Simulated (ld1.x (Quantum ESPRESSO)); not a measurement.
Pseudopotential generation for Ru: TM, revPBE, fully relativistic.

Ru (Z = 44), norm-conserving Troullier–Martins (Kleinman–Bylander form), made with ld1.x (Quantum ESPRESSO) 7.5 (revPBE, fully relativistic). Core [Kr], reference 4d5 5s0 5p0 (charge +3). Waves: 5s (bound, empty): rc 1.95 bohr; 4d (bound): rc 1.70 bohr; 5p (bound, empty): rc 2.05 bohr. Local part: the p channel. Core correction: none.

Open shells are filled in proportion to 2j + 1 (rel_dist='average').

What the tests gave:

| Item | Value |
| --- | --- |
| Cutoffs needed | 50 Ry and 60 Ry (the cutoffs (Ry, on a coarse ladder) from which the occupation-weighted sum of valence levels, in a spherical-Bessel basis at the reference potential, stays within 10 and 1 mRy of its value at 400 Ry) |
| Ghost test | ghost state, extra bound levels that the all-electron valence spectrum of the same l lacks: s at -389.6 eV; a true bound ghost makes a file unfit for plane-wave use (spherical-Bessel basis up to 400 Ry, 20 bohr box) |
| Largest excitation error | -768 meV (all-electron minus pseudo) for 4d8 5s0 5p0, out of 7 test configurations |

Generation and tests took about 1.6 s on one core of a shared server CPU.
